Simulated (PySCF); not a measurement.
## How methods differ on the fine-structure interval of Ir⁷²⁺

Ir⁷²⁺ [He] 2s2 2p1 [2p1/2^1, M_J = 1/2] → Ir⁷²⁺ [He] 2s2 2p1 [2p3/2^1, M_J = 3/2], as a difference of total energies. Calculation: PySCF 2.14, in an even-tempered Gaussian basis (16 s from 60 bohr⁻², ratio 2.4; 13 p from 79 bohr⁻², ratio 2.4; 5 d from 250 bohr⁻², ratio 2.6; 4 f from 380 bohr⁻², ratio 2.6); the two-component X2C-1e Hamiltonian. Correlated levels: nothing frozen; the 28 highest virtual spinors dropped. "Screened" scales the spin-orbit matrix elements by Boettger's factors to mimic the two-electron term; Breit and QED terms are absent.

```
                    method  fine-structure interval (cm⁻¹)
 GHF (screened spin-orbit)                        14287000
GMP2 (screened spin-orbit)                        14266000
     GHF (bare spin-orbit)                        14718000
```
